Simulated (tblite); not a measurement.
C6H5F4OP.
SMILES with atom numbers: `[O:1]=[P@:2]1([C:3]([F:4])([F:5])[F:6])[CH:7]=[CH:8][C@H:9]([F:10])[CH:11]=[CH:12]1` (hydrogens: H13 on C7; H14 on C8; H15 on C9; H16 on C11; H17 on C12)

Cartesian coordinates in Å at the GFN2-xTB level; atoms count from 1:
```xyz
17
C6H5F4OP angstrom
O      1.5382    1.4543    1.8904
P      0.8592    0.6763    0.8627
C      2.1175   -0.0809   -0.3391
F      2.8308    0.8766   -0.9324
F      2.9610   -0.8818    0.3124
F      1.5581   -0.8143   -1.3167
C     -0.2780    1.5374   -0.2395
C     -1.2883    0.8896   -0.8023
C     -1.5011   -0.5894   -0.6759
F     -2.8198   -0.8833   -0.9520
C     -1.1348   -1.1708    0.6571
C     -0.1073   -0.7537    1.3834
H     -0.1488    2.6068   -0.3252
H     -2.0291    1.3974   -1.4050
H     -0.9206   -1.1028   -1.4621
H     -1.7778   -1.9770    0.9841
H      0.1339   -1.1721    2.3501
```

All values are computed: GFN2-xTB (tblite) harmonic vibrations without scaling, gas phase. The method is semi-empirical: single wavenumbers can be off by several per cent or more. One conformer, not necessarily the lowest.

Harmonic wavenumbers (cm⁻¹): 27.5, 75.5, 88.8, 113.8, 174.7, 197.1, 256.1, 295.0, 297.3, 352.5, 359.6, 372.2, 421.5, 472.3, 474.6, 520.1, 565.3, 645.5, 681.7, 706.9, 715.4, 804.4, 820.4, 897.1, 900.7, 921.2, 1032.2, 1040.8, 1053.7, 1084.0, 1108.3, 1118.6, 1128.2, 1218.1, 1245.8, 1261.0, 1283.6, 1323.1, 1646.8, 1679.7, 2833.0, 3060.2, 3061.4, 3074.7, 3075.9.

A = 1377, B = 618.9, C = 571.5 MHz; mass 200.001 u (most abundant isotopes); point group Cs, symmetry number 1.

**Question.** Zero-point energy?

**Answer.** ½Σν̃ = 22243 cm⁻¹ = 266.09 kJ/mol.

**Question.** Entropy at 400 K, 1 bar (ideal gas, RRHO, classical rotation)?

**Answer.** Translation 181.04, rotation 132.82, vibration 200.13: S = 514.0 J/(mol K).

**Question.** And Cp and H(400 K) − H(0)?

**Answer.** Cp = 228.85 J/(mol K), of which vibrations give 195.59 (their classical limit is 45 R = 374.2); H(400 K) − H(0) = 54.51 kJ/mol without the zero-point energy, 41.21 from vibrations.

**Question.** How do the functions run with temperature in this model?

**Answer.** 
| T (K) | S (J/(mol K)) | Cp (J/(mol K)) | H − H(0) (kJ/mol) | G − H(0) (kJ/mol) | ln q(vib) |
| --- | --- | --- | --- | --- | --- |
| 150 | 351.8 | 113.4 | 10.80 | -41.97 | 3.82 |
| 250 | 421.9 | 164.7 | 24.75 | -80.73 | 6.97 |
| 298.15 | 452.9 | 187.4 | 33.23 | -101.80 | 8.49 |
| 600 | 618.3 | 284.4 | 106.34 | -264.64 | 17.68 |
| 900 | 743.2 | 329.8 | 199.21 | -469.67 | 25.77 |

q(vib) and H(0) count from the zero-point level.

**Question.** Which modes carry the vibrational entropy at 400 K?

**Answer.** 27.5 cm⁻¹: 27.55; 75.5 cm⁻¹: 19.18; 88.8 cm⁻¹: 17.84; 113.8 cm⁻¹: 15.80; 174.7 cm⁻¹: 12.31; 197.1 cm⁻¹: 11.35 J/(mol K); the other 39 give 96.10 together.

Hindered rotation and anharmonicity are outside this model. Other conformers, if any are populated, would add a mixing term that is left out.
